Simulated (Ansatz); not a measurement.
Geometry optimisation, RHF/def2-SVP in Ansatz 0.2.0.

Input file:

```yaml
crystal:
  periodic: [false, false, false]
  atoms:
    - { symbol: Ta, position_ang: [0.0, 0.0, 0.0] }
    - { symbol: "N", position_ang: [2.51, 0.0, 0.0] }
    - { symbol: H, position_ang: [3.04, -0.5118, 0.762] }
    - { symbol: H, position_ang: [3.04, 0.5118, -0.762] }
    - { symbol: F, position_ang: [0.0, 0.0, 1.93] }
    - { symbol: F, position_ang: [0.0, 0.0, -1.93] }
    - { symbol: O, position_ang: [-1.01, 1.7493, 0.0] }
    - { symbol: H, position_ang: [-1.4859, 1.8638, 0.8834] }
    - { symbol: O, position_ang: [-1.01, -1.7493, 0.0] }
    - { symbol: H, position_ang: [-1.6563, -1.7655, 0.776] }
    - { symbol: O, position_ang: [0.7315, -1.8635, 1.1725] }
    - { symbol: H, position_ang: [0.1654, -2.662, 0.9237] }
    - { symbol: H, position_ang: [1.9671, -1.1737, 0.7385] }
basis:
  gaussian: { orbitals: def2-SVP }
hamiltonian:
  xc: hf
relax:
  f_tol: 0.15
  max_steps: 25
  restrain:
    - { distance: [0, 10], at: 2.02, k: 30.0 }
    - { distance: [12, 1], at: 1.06, k: 30.0 }
    - { distance: [0, 1], at: 3.36, k: 30.0 }
    - { distance: [12, 10], at: 2.21, k: 30.0 }
```

Run as:

```bash
$ ansatz run input.yaml --threads 4 --pin off --max-ram 5120MiB --backend cpu --events-out ev --progress --plain --runs-dir out
```

Task: Where does it end, and by what steps?

Result: The forces met the threshold. The restraints hold the end off the free minimum; the threshold counts their pulls, which the force column leaves out. Restrained pairs: Ta1–O11 (2.32 → 1.98 Å), N2–H13 (1.49 → 1.03 Å), Ta1–N2 (2.51 → 3.35 Å), O11–H13 (1.48 → 2.22 Å). After 21 steps the energy has fallen by 8.546 eV (the restraints' own energy left out); H8 moved furthest, 1.76 Å.

```tsv
step	energy less start (eV)	largest force component (eV/Å)	accepted
0	0.0000	5.348	yes
1	-0.3299	5.841	yes
2	-1.4496	6.247	yes
3	-3.7917	4.609	yes
4	-5.5327	4.042	yes
5	-6.7476	3.556	yes
6	-7.5247	2.099	yes
7	-7.8722	1.578	yes
8	-8.0657	1.432	yes
9	-8.1736	1.389	yes
10	-8.2969	1.377	yes
11	-8.3529	1.240	yes
12	-8.3741	1.201	yes
13	-8.4310	1.223	yes
14	-8.4665	1.144	yes
15	-8.4840	1.217	yes
16	-8.5174	1.194	yes
17	-8.5149	1.104	no
18	-8.5303	1.172	yes
19	-8.5378	1.174	yes
20	-8.5378	1.170	yes
21	-8.5461	1.206	yes
```

```xyz
13
Properties=species:S:1:pos:R:3
Ta -0.560 -0.638 0.412
N 2.645 0.329 0.330
H 3.066 0.791 1.118
H 3.268 0.421 -0.453
F -0.114 -0.422 2.243
F -0.523 -0.972 -1.471
O -0.601 1.216 0.128
H 0.010 1.915 -0.043
O -2.290 -1.238 0.675
H -3.032 -1.768 0.907
O 0.833 -2.045 0.442
H 1.020 -2.518 -0.356
H 2.570 -0.672 0.561
```

Run time: 35 s on 4 threads of Arm Neoverse V2, with other jobs on the host, peak memory 0.41 GiB.
